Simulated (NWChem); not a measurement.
Everything below was run with NWChem. System: trans-dichloroethylene (C2H2Cl2), charge 0, spin multiplicity 1, at a geometry optimised with B3LYP/def2-SVP. Level: CR-CCSD(T)/cc-pVDZ, 12 core orbitals frozen.

The NWChem input:

```
start mol
memory heap 100 mb stack 700 mb global 1900 mb
geometry units angstroms nocenter noautoz
  Cl    -2.135063    -0.353957     0.000000
  C     -0.556591     0.367791     0.000000
  C      0.556591    -0.367791     0.000000
  Cl     2.135063     0.353957     0.000000
  H     -0.551022     1.459571     0.000000
  H      0.551022    -1.459571     0.000000
  symmetry group C2h
end
basis spherical
  * library cc-pvdz
end
scf
  rhf
  nopen 0
  maxiter 100
  thresh 1e-7
  semidirect memsize 60000000 filesize 0
end
tce
  freeze core 12
  cr-ccsd(t)
  2eorb
  2emet 13
  thresh 1e-6
  maxiter 100
  tilesize 24
end
task tce energy
```

Part of the output:

```
             Northwest Computational Chemistry Package (NWChem) 7.3.0
             --------------------------------------------------------

                                NWChem Input Module
                                -------------------

 Scaling coordinates for geometry "geometry" by  1.889725989
 (inverse scale =  0.529177249)

 Turning off AUTOSYM since
 SYMMETRY directive was detected!

                             Geometry "geometry" -> ""
                             -------------------------

 Output coordinates in angstroms (scale by  1.889725989 to convert to a.u.)

  No.       Tag          Charge          X              Y              Z
 ---- ---------------- ---------- -------------- -------------- --------------
    1 Cl                  17.0000    -2.13506300    -0.35395700     0.00000000
    2 C                    6.0000    -0.55659100     0.36779100     0.00000000
    3 C                    6.0000     0.55659100    -0.36779100     0.00000000
    4 Cl                  17.0000     2.13506300     0.35395700     0.00000000
    5 H                    1.0000    -0.55102200     1.45957100     0.00000000
    6 H                    1.0000     0.55102200    -1.45957100     0.00000000

 Effective nuclear repulsion energy (a.u.)     174.5362518093

            Nuclear Dipole moment (a.u.)
            ----------------------------
        X                 Y               Z
 ---------------- ---------------- ----------------
     0.0000000000     0.0000000000     0.0000000000

      Symmetry information
      --------------------

 Group name             C2h
 Group number             21
 Group order               4
 No. of unique centers     3

      Symmetry unique atoms

     1    2    5


 Summary of "ao basis" -> "" (spherical)
 ------------------------------------------------------------------------------
       Tag                 Description            Shells   Functions and Types
 ---------------- ------------------------------  ------  ---------------------
 *                          cc-pvdz                   on all atoms

 Summary of "ao basis" -> "ao basis" (spherical)
 ------------------------------------------------------------------------------
       Tag                 Description            Shells   Functions and Types
 ---------------- ------------------------------  ------  ---------------------
 Cl                         cc-pvdz                  8       18   4s3p1d
 C                          cc-pvdz                  6       14   3s2p1d
 H                          cc-pvdz                  3        5   2s1p

                                 NWChem SCF Module
                                 -----------------

  ao basis        = "ao basis"
  functions       =    74
  atoms           =     6
  closed shells   =    24
  open shells     =     0
  charge          =   0.00
  wavefunction    = RHF
  use symmetry    = T
  symmetry adapt  = T

 Summary of "ao basis" -> "ao basis" (spherical)
 ------------------------------------------------------------------------------
       Tag                 Description            Shells   Functions and Types
 ---------------- ------------------------------  ------  ---------------------
 Cl                         cc-pvdz                  8       18   4s3p1d
 C                          cc-pvdz                  6       14   3s2p1d
 H                          cc-pvdz                  3        5   2s1p

      Symmetry analysis of basis
      --------------------------

        ag         27
[...]
   Bfn.  Coefficient  Atom+Function         Bfn.  Coefficient  Atom+Function
  ----- ------------  ---------------      ----- ------------  ---------------
    66     -1.352572  5 H  s                 71     -1.352572  6 H  s
    21      1.265608  2 C  s                 35      1.265608  3 C  s
    26      0.643379  2 C  py                40     -0.643379  3 C  py
    12     -0.251434  1 Cl py                58      0.251434  4 Cl py
    25     -0.221576  2 C  px                39      0.221576  3 C  px

 center of mass
 --------------
 x =   0.00000000 y =   0.00000000 z =   0.00000000

 moments of inertia (a.u.)
 ------------------
          58.218004363689        -165.408968123254           0.000000000000
        -165.408968123254        1167.229631909787           0.000000000000
           0.000000000000           0.000000000000        1225.447636273476

  Mulliken analysis of the total density
  --------------------------------------

    Atom       Charge   Shell Charges
 -----------   ------   -------------------------------------------------------
    1 Cl  17    17.08   2.00  2.01  0.93  0.98  6.00  3.03  2.08  0.04
    2 C    6     6.02   2.00  0.67  0.51  1.94  0.81  0.09
    3 C    6     6.02   2.00  0.67  0.51  1.94  0.81  0.09
    4 Cl  17    17.08   2.00  2.01  0.93  0.98  6.00  3.03  2.08  0.04
    5 H    1     0.90   0.74  0.13  0.03
    6 H    1     0.90   0.74  0.13  0.03

       Multipole analysis of the density wrt the origin
       ------------------------------------------------

     L   x y z        total         open         nuclear
     -   - - -        -----         ----         -------
     0   0 0 0      0.000000      0.000000     48.000000

     1   1 0 0     -0.000000      0.000000      0.000000
     1   0 1 0     -0.000000      0.000000      0.000000
     1   0 0 1     -0.000000      0.000000      0.000000

     2   2 0 0    -30.149157      0.000000    568.919002
     2   1 1 0     -0.964572      0.000000     77.240248
     2   1 0 1     -0.000000      0.000000      0.000000
     2   0 2 0    -25.578868      0.000000     36.223614
     2   0 1 1      0.000000      0.000000      0.000000
     2   0 0 2    -28.929731      0.000000      0.000000

                   NWChem Extensible Many-Electron Theory Module
                   ---------------------------------------------


            General Information
            -------------------
      Number of processors :     1
         Wavefunction type : Restricted Hartree-Fock
          No. of electrons :    48
           Alpha electrons :    24
            Beta electrons :    24
           No. of orbitals :   148
            Alpha orbitals :    74
             Beta orbitals :    74
        Alpha frozen cores :    12
         Beta frozen cores :    12
     Alpha frozen virtuals :     0
      Beta frozen virtuals :     0
         Spin multiplicity : singlet
    Number of AO functions :    74
       Number of AO shells :    34
        Use of symmetry is : on
      Symmetry adaption is : on
         Schwarz screening : 0.10D-09

          Correlation Information
          -----------------------
          Calculation type : Coupled-cluster singles & doubles w/ perturbation
   Perturbative correction : Completely renormalized (T)
            Max iterations :      100
        Residual threshold : 0.10D-05
     T(0) DIIS level shift : 0.00D+00
     L(0) DIIS level shift : 0.00D+00
     T(1) DIIS level shift : 0.00D+00
     L(1) DIIS level shift : 0.00D+00
     T(R) DIIS level shift : 0.00D+00
     T(I) DIIS level shift : 0.00D+00
   CC-T/L Amplitude update :  5-th order DIIS
                I/O scheme : Global Array Library
        L-threshold :  0.10D-05
        EOM-threshold :  0.10D-05
 no EOMCCSD initial starts read in
 TCE RESTART OPTIONS
 SLICE:      F
 D4D5:       F
 quantumc:   F
 qrotation:  F
 pwtce:      F
 qducc:      F
 nacto:                         0
 nrotv:                         0
 nrot:                          0

            Memory Information
            ------------------
          Available GA space size is     249031324 doubles
          Available MA space size is     104852588 doubles

 Maximum block size supplied by input
 Maximum block size        24 doubles

 tile_dim =     18

 -------------------------------------------------

 Global array virtual files algorithm will be used

 Parallel file system coherency ......... OK

 4-electron integrals stored in orbital form

 v2    file size   =           966598
 4-index algorithm nr.  13 is used
 imaxsize =       30
 imaxsize ichop =        0


CCSD iterations
 ---------------------------------------------------------
 Iter          Residuum       Correlation     Cpu    Wall
 ---------------------------------------------------------
    1   0.1665542130255  -0.5362624469930     0.2     0.2
    2   0.0474259274979  -0.5615481483110     0.2     0.2
    3   0.0183514324117  -0.5712988055452     0.2     0.2
    4   0.0083678941541  -0.5734361117341     0.2     0.2
    5   0.0041330286015  -0.5744412659926     0.2     0.2
    6   0.0011295195356  -0.5749868260207     0.2     0.2
    7   0.0004454037630  -0.5751286975737     0.2     0.2
    8   0.0002313910263  -0.5751291137009     0.2     0.2
    9   0.0001156216123  -0.5751301776098     0.2     0.2
   10   0.0000645886607  -0.5751336765366     0.2     0.2
   11   0.0000122542748  -0.5751347077897     0.2     0.2
   12   0.0000054972892  -0.5751367276540     0.2     0.2
   13   0.0000023248197  -0.5751371890714     0.2     0.2
   14   0.0000014416549  -0.5751373542925     0.2     0.2
   15   0.0000007432680  -0.5751374061979     0.2     0.2
 -----------------------------------------------------------------
 Iterations converged
 CCSD correlation energy / hartree =        -0.575137406197946
 CCSD total energy / hartree       =      -996.454129347286994

 Singles contributions

 Doubles contributions
    25bg  (alpha)    25bg  (beta ) ---    24au  (alpha)    24au  (beta )       -0.1016972907
 CR-CCSD(T)

 CR-CCSD[T]  correction energy / hartree =        -0.013797844077068
 CR-CCSD[T] correlation energy / hartree =        -0.588935250275014
 CR-CCSD[T] total energy / hartree       =      -996.467927191364083
 CR-CCSD(T)  correction energy / hartree =        -0.013353641748730
 CR-CCSD(T) correlation energy / hartree =        -0.588491047946676
 CR-CCSD(T) total energy / hartree       =      -996.467482989035716

 Task  times  cpu:       15.2s     wall:       15.2s

 Total times  cpu:       15.3s     wall:       15.3s
```
